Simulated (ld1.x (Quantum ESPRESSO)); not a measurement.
## What one change does to a pseudopotential (molybdenum (Mo), TM)

```
Element                 : molybdenum
Generator               : ld1.x (Quantum ESPRESSO) 7.5
Type                    : norm-conserving Troullier–Martins (Kleinman–Bylander form)
Functional              : PBE
Relativity              : scalar-relativistic
Frozen core             : [Kr]
Valence charge          : 6
Reference configuration : 4d5 5s1 5p0
Partial waves           : 5s (bound): rc 2.45 bohr; 5p (bound, empty): rc 4.20 bohr; 4d (bound): rc 1.30 bohr
Local potential         : the d channel
Core correction         : none
```

All-electron outer shells of the reference configuration (PBE, scalar-relativistic, ld1.x):

```
shell  level (eV)  outermost node (bohr)  outermost maximum (bohr)
   4s      -64.35                   0.51                      0.99
   4p      -38.49                   0.52                      1.08
   5s       -4.09                   1.34                      2.93
   4d       -3.75                   0.53                      1.38
   5p       -1.04                   1.54                      4.11
```

Change: wave 4d (bound): rc 1.30 bohr becomes 4d (bound): rc 1.12 bohr.

Cutoffs: the cutoffs (Ry, on a coarse ladder) from which the occupation-weighted sum of valence levels, in a spherical-Bessel basis at the reference potential, stays within 10 and 1 mRy of its value at 400 Ry; they do not see the model core or the augmentation charge, which bear on the density cutoff. Errors are all-electron minus pseudo energies relative to the spin-unpolarised reference configuration.

How do hardness, ghosts and transferability respond?

The potential gets harder (50 Ry and 70 Ry → 110 Ry and 140 Ry); both files keep a bound ghost (p, s); of the 7 tests that both files solve, the error grows in 0 and shrinks in 2 by more than 15 % and 0.3 meV (median size 30.5 → 23.4 meV). A smaller radius makes the pseudo-wave follow the all-electron one further in, where it bends more sharply, so more plane waves are needed.

| quantity | base | changed |
| --- | --- | --- |
| cutoff, loose | 50 Ry | 110 Ry |
| cutoff, tight | 70 Ry | 140 Ry |
| loose cutoff by channel (10 mRy a level) | s 6 Ry, d 40 Ry | s 6 Ry, d 70 Ry |
| bound ghosts | s, p | s, p |
| error for 4d5 5s0 5p0, meV [ΔE 6.89 eV] | +18 | +18 |
| error for 4d4 5s0 5p0, meV [ΔE 22.35 eV] | +76 | +77 |
| error for 4d3 5s0 5p0, meV [ΔE 49.10 eV] | +62 | +67 |
| error for 4d5 5s0.5 5p0, meV [ΔE 2.73 eV] | +2.1 | +2.2 |
| error for 4d4 5s1 5p0, meV [ΔE 8.06 eV] | -11 | +0.5 |
| error for 4d4 5s2 5p0, meV [ΔE 0.20 eV] | -31 | -23 |
| error for 4d2 5s0 5p0, meV [ΔE 88.60 eV] | -55 | -49 |
| s: phases at 4.57 bohr within 0.05 rad from the reference energy up to (Ry; the scan ends near 5) | 0.7 | 0.5 |
| p: phases at 4.57 bohr within 0.05 rad from the reference energy up to (Ry; the scan ends near 5) | 1.1 | 1.0 |
| d: phases at 4.57 bohr within 0.05 rad from the reference energy up to (Ry; the scan ends near 5) | 2.6 | 2.6 |

Changed file: These tests converged, but a pseudo level misses the all-electron one widely, so the file describes the atom poorly there or has found another state: 4d3 5s0 5p0: empty 5s by 5.1 eV. A true bound ghost makes a file unfit for plane-wave use even where its test errors are small: the radial tests pick states by their node count and pass the ghost by.
